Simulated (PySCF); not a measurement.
An unknown gives this computed stick spectrum. Level of theory: TDDFT CAM-B3LYP/def2-SVPD, vertical, gas phase, core orbitals frozen in the response in PySCF 2.14.0, density-fitted response routines. Geometries: GFN2-xTB, one conformer each.

```csv
state,E (eV),f,"main configurations (H = HOMO, L = LUMO)"
S1,6.58,0.036,H→L (90%)
S2,7.29,0.036,"H-1→L (60%), H→L+1 (24%)"
S3,7.33,0.048,"H→L+1 (57%), H-1→L (25%)"
S4,7.59,0.061,H-2→L (82%)
S5,7.97,0.032,"H→L+3 (48%), H→L+2 (12%), H-1→L+3 (11%)"
S6,8.02,0.039,H-1→L+1 (78%)
S7,8.18,0.020,"H→L+2 (34%), H→L+3 (21%), H-3→L (13%)"
S8,8.32,0.036,"H-3→L (51%), H→L+2 (21%)"
```

Problem. Which structure fits?
A. `C[Si@H](F)[SiH2]CF`
B. `C#C/C=C/CF`
C. `CC(F)=C1C=C1`

Solution. A. Its S1, at 6.58 eV, is the highest among the candidates; the nearest of the others has S1 at 5.55 eV. S1 is HOMO→LUMO (90%). Löwdin shares by element: HOMO silicon 48%, carbon 14% or more, fluorine 9% or more (atoms not listed hold the other 29%); LUMO silicon 50%, carbon 9% or more, hydrogen 8% or more (atoms not listed hold the other 33%). At the same level the other candidates give, for their lowest levels:
- `C#C/C=C/CF`: 5.55 eV (f 0.000); 5.70 eV (f 0.347); 6.35 eV (f 0.000); 6.85 eV (f 0.002); 7.49 eV (f 0.005); T1 3.49 eV; HOMO -8.37, LUMO 0.14 eV
- `CC(F)=C1C=C1`: 4.20 eV (f 0.015); 5.61 eV (f 0.000); 6.16 eV (f 0.002); 6.36 eV (f 0.007); 6.59 eV (f 0.000); T1 3.12 eV; HOMO -7.11, LUMO 0.41 eV

The values belong to the conformer `[CH3:1][Si@H:2]([F:3])[SiH2:4][CH2:5][F:6]`: C1–Si2–Si4–C5 -52°, Si2–Si4–C5–F6 -47°.
Triplets come from the Tamm–Dancoff approximation.
